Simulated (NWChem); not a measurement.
# CH$_{6}$GaNO; SMILES [NH2][Ga]([OH])[CH3]

```xyz
10

Ga     0.0010     0.0031     0.0005
C      0.1402    -1.9496    -0.0003
H     -0.2944    -2.3673    -0.9214
H     -0.4052    -2.3800     0.8533
H      1.1903    -2.2699     0.0620
O     -1.5551     0.8970    -0.0004
H     -2.3392     0.3415     0.0004
N      1.3960     1.1514    -0.0006
H      1.2741     2.1562    -0.0009
H      2.3710     0.8846     0.0019
```
Atoms are numbered in this order, from 1.

All runs: NWChem. All runs use the structure optimised with PBE0/def2-SVP. Ions are spin-unrestricted doublets at the neutral geometry; other ion states weren't tried.

Question: Predict the results for PBE/def2-SVP. Quantities: vertical ionisation energy, ΔSCF (eV); −ε(HOMO) (eV).

Answer: 
| Quantity | Value |
|---|---|
| vertical ionisation energy, ΔSCF (eV) | 8.89 |
| −ε(HOMO) (eV) | 5.34 |
